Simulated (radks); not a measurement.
Effect of the nuclear size on neutral erbium, [Xe] 4f12 6s2. Method: Dirac Kohn-Sham, PBE, spin-unpolarised, spherical densities, finite nucleus; open shells are shared between the two j in proportion to 2j + 1; Fermi nuclear charge, rms radius 5.2516 fm; computed with a radial shooting solver on a logarithmic mesh with Libxc functionals. The rms radius is varied about that value; shifts are against it.

| rms radius (fm) | total energy shift (eV) | density at nucleus (e/bohr^3) | 1s1/2 shift (meV) | 2s1/2 shift (meV) | 5s1/2 shift (meV) | 5p1/2 shift (meV) | 6s1/2 shift (meV) | 4f7/2 shift (meV) | 6p1/2 (empty) shift (meV) |
|---|---|---|---|---|---|---|---|---|---|
| 4.5059 | -8.50 | 9.123e+05 | -3480 | -465 | -3.50 | 0.369 | -0.126 | 0.625 | 0.125 |
| 4.8577 | -4.61 | 8.927e+05 | -1890 | -252 | -1.90 | 0.200 | -0.068 | 0.339 | 0.068 |
| 5.2516 | 0 | 8.728e+05 | 0.000 | 0.000 | 0.000 | 0.000 | 0.000 | 0.000 | 0.000 |
| 5.6875 | 5.39 | 8.529e+05 | 2210 | 295 | 2.22 | -0.234 | 0.080 | -0.396 | -0.079 |
| 5.9028 | 8.17 | 8.438e+05 | 3350 | 447 | 3.37 | -0.354 | 0.121 | -0.601 | -0.120 |

Slopes of the eigenvalues against <r^2> in GHz/fm^2, as finite differences over the two radii next to the reference (eigenvalue slopes, not the field-shift constants of lines): 1s1/2 113000, 2s1/2 15100, 5s1/2 114, 5p1/2 -12.0, 6s1/2 4.09, 4f7/2 -20.3, 6p1/2 (empty) -4.07.
